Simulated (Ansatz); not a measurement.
A structure relaxed at PBE0-D4/def2-TZVP, charge 0, multiplicity 1:

Cartesian coordinates in Å:
```
C 0.8481 -0.9008 -0.4136
C 0.9320 0.6012 -0.6867
C 0.1877 1.3460 0.4321
Si -1.2837 0.2161 0.7934
C -0.6214 -1.2730 -0.1639
H 1.2817 -1.4796 -1.2344
H 1.4397 -1.1314 0.4802
H 0.4508 0.8133 -1.6488
H 1.9709 0.9323 -0.7762
H 0.8177 1.4142 1.3248
H -0.0837 2.3652 0.1523
H -2.5759 0.7270 0.2549
H -1.4744 -0.0453 2.2481
H -0.7327 -2.2277 0.3529
H -1.1568 -1.3575 -1.1150
```

Give its formula and SMILES.

C4H10Si, `C1CC[SiH2]C1`.

Point group (tolerance 0.08 Å, 0.16 Å for H)?

C2.

Summarise the bond lengths by kind.

3 × C–C 1.529 to 1.536 Å; 8 × C–H 1.091 to 1.096 Å; 2 × C–Si 1.890 Å; 2 × H–Si 1.490 Å.

All numbers were calculated with Ansatz.
